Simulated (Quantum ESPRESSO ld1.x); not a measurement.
ld1.x (Quantum ESPRESSO 7.5) input

```
 &input
    zed=45.0,
    iswitch=1,
    rel=2,
    dft='BLYP',
    config='[Ar] 3d7 4s0 4p0',
    rel_dist='energy',
    verbosity='high',
    lsmall=.true.,
    prefix='ld1',
    max_out_wfc=37,
    file_charge='ld1.rho',
 /
```

Command: `OMP_NUM_THREADS=1 ld1.x < ld1.in > ld1.out`

Output (excerpt):

```
     Program LD1 v.7.5 starts

     --------------------------- All-electron run ----------------------------

     dirac relativistic calculation

     atomic number is 45.00
     dft =BLYP   lsd =0 sic =0 latt =0  beta=0.20 tr2=1.0E-14
     Exchange-correlation= BLYP
                           (   1   3   1   3   0   0   0)
     mesh =2053 r(mesh) = 100.41760 a.u. xmin = -8.00 dx = 0.00800
     1 Ry =  13.60569312 eV, c = 137.03599908

     n l j   nl                  e(Ry)          e(Ha)          e(eV)
     Spin orbit split results
     1 0 0.5 1S 1( 2.00)   -1741.291066154    -870.645533077 -23691.4718839
     2 0 0.5 2S 1( 2.00)    -293.108923049    -146.554461525  -3987.9500586
     2 1 0.5 2P 1( 2.00)    -275.178493951    -137.589246975  -3743.9941427
     2 1 1.5 2P 1( 4.00)    -264.490566231    -132.245283115  -3598.5774781
     3 0 0.5 3S 1( 2.00)     -86.847526780     -43.423763390  -1181.6207979
     3 1 0.5 3P 1( 2.00)     -79.925835167     -39.962917584  -1087.4463859
     3 1 1.5 3P 1( 4.00)     -77.884555405     -38.942277703  -1059.6733599
     3 2 1.5 3D 1( 4.00)     -66.016527789     -33.008263895   -898.2006181
     3 2 2.5 3D 1( 3.00)     -65.590647971     -32.795323985   -892.4062280
     4 0 0.5 4S 1( 0.00)     -39.796313050     -19.898156525   -541.4564228
     4 1 0.5 4P 1( 0.00)     -37.169855693     -18.584927846   -505.7216500
     4 1 1.5 4P 1( 0.00)     -36.588258760     -18.294129380   -497.8086206
     Averaged results
     1 0     1S 1( 2.00)   -1741.291066154    -870.645533077 -23691.4718839
     2 0     2S 1( 2.00)    -293.108923049    -146.554461525  -3987.9500586
     2 1     2P 1( 6.00)    -268.053208804    -134.026604402  -3647.0496996
     3 0     3S 1( 2.00)     -86.847526780     -43.423763390  -1181.6207979
     3 1     3P 1( 6.00)     -78.564981993     -39.282490996  -1068.9310352
     3 2     3D 1( 7.00)     -65.760999898     -32.880499949   -894.7239841
     4 0     4S 1( 0.00)     -39.796313050     -19.898156525   -541.4564228
     4 1     4P 1( 0.00)     -36.782124404     -18.391062202   -500.4462971

     final scf error:  6.0E-15 reached in  30 iterations

     Etot =   -9173.358207 Ry,   -4586.679104 Ha, -124809.896674 eV

     Ekin =    9580.831690 Ry,    4790.415845 Ha,  130353.855836 eV
     Encl =  -20979.269710 Ry,  -10489.634855 Ha, -285437.505616 eV
     Eh   =    2460.564945 Ry,    1230.282472 Ha,   33477.691546 eV
     Exc  =    -235.485132 Ry,    -117.742566 Ha,   -3203.938440 eV

     normalization and overlap integrals

     s(1S/1S) =  1.000000  <r> =   0.0326  <r2> =    0.0014  r(max) =   0.0212
     LC norm =  0.97291648 + SC norm =  0.02708352 =  1.00000000
     s(2S/2S) =  1.000000  <r> =   0.1412  <r2> =    0.0235  r(max) =   0.1192
     LC norm =  0.99434649 + SC norm =  0.00565351 =  1.00000000
     s(2P/2P) =  1.000000  <r> =   0.1199  <r2> =    0.0176  r(max) =   0.0930
     LC norm =  0.99434147 + SC norm =  0.00565853 =  1.00000000
     s(2P/2P) =  1.000000  <r> =   0.1248  <r2> =    0.0190  r(max) =   0.0968
     LC norm =  0.99454957 + SC norm =  0.00545043 =  1.00000000
     s(3S/3S) =  1.000000  <r> =   0.3757  <r2> =    0.1611  r(max) =   0.3428
     LC norm =  0.99830210 + SC norm =  0.00169790 =  1.00000000
     s(3P/3P) =  1.000000  <r> =   0.3652  <r2> =    0.1544  r(max) =   0.3293
     LC norm =  0.99834978 + SC norm =  0.00165022 =  1.00000000
     s(3P/3P) =  1.000000  <r> =   0.3744  <r2> =    0.1621  r(max) =   0.3373
     LC norm =  0.99840226 + SC norm =  0.00159774 =  1.00000000
     s(3D/3D) =  1.000000  <r> =   0.3403  <r2> =    0.1363  r(max) =   0.2762
     LC norm =  0.99850618 + SC norm =  0.00149382 =  1.00000000
     s(3D/3D) =  1.000000  <r> =   0.3432  <r2> =    0.1384  r(max) =   0.2784
     LC norm =  0.99852136 + SC norm =  0.00147864 =  1.00000000
     s(4S/4S) =  1.000000  <r> =   0.7889  <r2> =    0.6979  r(max) =   0.7690
     LC norm =  0.99934676 + SC norm =  0.00065324 =  1.00000000
     s(4P/4P) =  1.000000  <r> =   0.7999  <r2> =    0.7218  r(max) =   0.7752
     LC norm =  0.99937491 + SC norm =  0.00062509 =  1.00000000
     s(4P/4P) =  1.000000  <r> =   0.8136  <r2> =    0.7462  r(max) =   0.7877
     LC norm =  0.99938812 + SC norm =  0.00061188 =  1.00000000

     LC charge = 24.87790876 + SC charge =  0.12209124 = 25.00000000

     ------------------------ End of All-electron run ------------------------
```

Run on one thread of a shared host, so times are rough (Intel(R) Xeon(R) Processor @ 2.60GHz): 0.71 s of CPU time, 0.73 s wall, 30 iterations on 2053 mesh points.
